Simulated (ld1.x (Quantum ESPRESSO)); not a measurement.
# Ranking TM potentials for Sr (Z = 38)

All share these settings but for the change named:

```json
{"Element": "Sr", "Generator": "ld1.x (Quantum ESPRESSO) 7.5", "Type": "norm-conserving Troullier–Martins (Kleinman–Bylander form)", "Functional": "LDA (PZ)", "Relativity": "scalar-relativistic", "Frozen core": "[Kr]", "Valence charge": "2", "Reference configuration": "4d0 5s1 5p0 (charge +1)", "Partial waves": "5p (bound, empty): rc 4.20 bohr; 4d (bound, empty): rc 3.05 bohr; 5s (bound): rc 3.65 bohr", "Local potential": "the s channel", "Core correction": "none"}
```

Test errors are all-electron minus pseudo excitation energies from the reference, over 4d0 5s2 5p0; 4d0 5s1.5 5p0; 4d0 5s1 5p1; 4d0 5s0 5p2; 4d0.5 5s1.5 5p0; 4d0 5s0 5p1; 4d1 5s0 5p0. None of these files shows a bound ghost.

The base gives 408.3 meV.

Of 11 variants that were run, those that failed, showed a ghost or another fault, or gave nearly equal values are left out.

A variant can come out equal or close to the base, since the largest error may sit in a test that the change hardly touches while other tests move.

Task: Rank these variants by their largest absolute test error, smallest first.
A. wave 5s (bound): rc 3.65 bohr becomes 5s (bound): rc 5.50 bohr
B. wave 4d (bound): rc 3.05 bohr becomes 4d (bound): rc 2.30 bohr
C. all radii scaled by about 1.24 (s 4.54, p 5.22, d 3.80 bohr)
D. core correction a·sin(br)/r model core inside 3.78 bohr

Result: D (211.0 meV), A (266.7 meV), C (334.4 meV), B (406.2 meV).
